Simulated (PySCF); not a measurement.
## Magnetic susceptibility: SMILES C=C[CH2][GaH][C@@H]1CC[SiH2]1, C6H13GaSi

Geometry:
```json
{"atom": "C1", "x (Å)": "3.913", "y (Å)": "0.019", "z (Å)": "0.855"}
{"atom": "C2", "x (Å)": "3.400", "y (Å)": "-0.408", "z (Å)": "-0.293"}
{"atom": "C3", "x (Å)": "2.200", "y (Å)": "-1.270", "z (Å)": "-0.396"}
{"atom": "Ga4", "x (Å)": "0.579", "y (Å)": "0.029", "z (Å)": "-0.232"}
{"atom": "C5", "x (Å)": "-1.432", "y (Å)": "-0.244", "z (Å)": "-0.531"}
{"atom": "C6", "x (Å)": "-2.136", "y (Å)": "1.128", "z (Å)": "-0.643"}
{"atom": "C7", "x (Å)": "-3.230", "y (Å)": "0.967", "z (Å)": "0.430"}
{"atom": "Si8", "x (Å)": "-2.478", "y (Å)": "-0.689", "z (Å)": "1.011"}
{"atom": "H9", "x (Å)": "3.498", "y (Å)": "-0.290", "z (Å)": "1.803"}
{"atom": "H10", "x (Å)": "4.779", "y (Å)": "0.657", "z (Å)": "0.892"}
{"atom": "H11", "x (Å)": "3.841", "y (Å)": "-0.082", "z (Å)": "-1.229"}
{"atom": "H12", "x (Å)": "2.145", "y (Å)": "-1.976", "z (Å)": "0.440"}
{"atom": "H13", "x (Å)": "2.178", "y (Å)": "-1.841", "z (Å)": "-1.330"}
{"atom": "H14", "x (Å)": "0.952", "y (Å)": "1.509", "z (Å)": "0.278"}
{"atom": "H15", "x (Å)": "-1.639", "y (Å)": "-0.898", "z (Å)": "-1.384"}
{"atom": "H16", "x (Å)": "-2.530", "y (Å)": "1.335", "z (Å)": "-1.640"}
{"atom": "H17", "x (Å)": "-1.453", "y (Å)": "1.948", "z (Å)": "-0.375"}
{"atom": "H18", "x (Å)": "-3.265", "y (Å)": "1.786", "z (Å)": "1.146"}
{"atom": "H19", "x (Å)": "-4.221", "y (Å)": "0.879", "z (Å)": "-0.013"}
{"atom": "H20", "x (Å)": "-3.321", "y (Å)": "-1.886", "z (Å)": "0.909"}
{"atom": "H21", "x (Å)": "-1.789", "y (Å)": "-0.656", "z (Å)": "2.311"}
```

Level of theory: GIAO OPBE/3-21G magnetisability, rotational g tensor and spin-rotation constants, non-relativistic, gas phase in PySCF. Geometry: GFN2-xTB.

The calculation is non-relativistic, which matters for the atoms heavier than Zn.

Problem. What are the magnetisability and the molar susceptibility?

Solution. Isotropic -1657 × 10⁻³⁰ J/T², or -99.8 × 10⁻⁶ cm³/mol; principal values -1813, -1777, -1380 × 10⁻³⁰ J/T², anisotropy 416 × 10⁻³⁰ J/T² (root of half the summed squared differences of the principal values). The susceptibility is in cgs units.

Problem. Split it along the inertial axes a, b, c into diamagnetic and paramagnetic parts about the centre of mass, with the quadrupole moment.

Solution. 
| axis | χ (10⁻⁶ cm³/mol) | diamagnetic (10⁻⁶ cm³/mol) | paramagnetic (10⁻⁶ cm³/mol) | summed x² of all electrons (Å²) | quadrupole Θ (D Å) |
| --- | --- | --- | --- | --- | --- |
| a | -101.0 | -528.7 | 427.7 | 523.4 | -3.84 |
| b | -107.3 | -2441.8 | 2334.5 | 72.5 | +2.40 |
| c | -91.0 | -2528.2 | 2437.2 | 52.1 | +1.44 |

Anisotropies 2χaa − χbb − χcc = -3.7 and 2χbb − χaa − χcc = -22.7 × 10⁻⁶ cm³/mol. Θ is traceless in Buckingham's convention.

Problem. And the rotational g tensor?

Solution. 
```csv
axis,rotational constant (GHz),g,nuclear part,electronic part
a,3.3744,-0.0318,0.6462,-0.6780
b,0.5264,-0.0043,0.5731,-0.5774
c,0.5058,-0.0079,0.5712,-0.5791
```
Asymmetric top; isotopes 12C, 69Ga, 1H, 28Si; no vibrational averaging.
